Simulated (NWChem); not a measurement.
# Relativistic effects in Cl$_{2}$Te

```
Te
Cl 1 2.3598
Cl 1 2.3598 2 100.18
```
Charge 0, spin multiplicity 1.

Everything below was run with NWChem. Structure: optimised with PBE0/def2-SVP with def2 effective core potentials on Te, a minimum by its harmonic frequencies.

Functional PBE, all-electron basis x2c-SVPall-2c, contracted for the X2C Hamiltonian and used here with ZORA. The ion keeps the geometry and has multiplicity 2 in the scalar run; the spin-orbit run starts from the same electron counts.

Costs are rough ratios of processor time within this set of runs, SCF included, with scalar ZORA as 1.

The structure started from a generated list of species. No SCF solution was tested for a lower state.

```csv
Hamiltonian,ΔSCF ionisation energy (eV),HOMO (eV),LUMO (eV),gap (eV),relative cost
scalar ZORA,8.58,-5.39,-3.55,1.84,1
spin-orbit ZORA,___,___,___,___,under 3
```

**Question.** Fill in the missing entries.

**Answer.** 
- spin-orbit ZORA, ΔSCF ionisation energy (eV): 8.62
- spin-orbit ZORA, HOMO (eV): -5.44
- spin-orbit ZORA, LUMO (eV): -3.63
- spin-orbit ZORA, gap (eV): 1.81
